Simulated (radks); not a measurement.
Results of a calculation; reference values are marked as such.
Problem. The mean radii <r> (bohr) of the occupied orbitals of an atom or ion are listed with their occupations. Level of theory: Dirac Kohn-Sham, BLYP, spin-unpolarised, spherical densities, point nucleus (a radial shooting solver on a logarithmic mesh with Libxc functionals).

| orbital | occ. | <r> |
|---|---|---|
| 1s1/2 | 2 | 0.09096 |
| 2s1/2 | 2 | 0.4443 |
| 2p1/2 | 2 | 0.4052 |
| 2p3/2 | 4 | 0.4076 |
| 3s1/2 | 2 | 1.488 |
| 3p1/2 | 2 | 1.705 |
| 3p3/2 | 2 | 1.713 |

Name the element and its charge. Open shells, if any, fill j = l - 1/2 first.

Solution. Z = 17, chlorine, charge +1: Cl+ in [Ne] 3s2 3p4. The 1s radius gives Z: for a bare nucleus <r> = (2 gamma + 1)/(2Z) with gamma = sqrt(1 - (Z/c)^2), 0.08778 bohr for Z = 17, and screening makes it slightly larger (0.09096 here). The occupations add up to 16, and the charge is Z minus that.
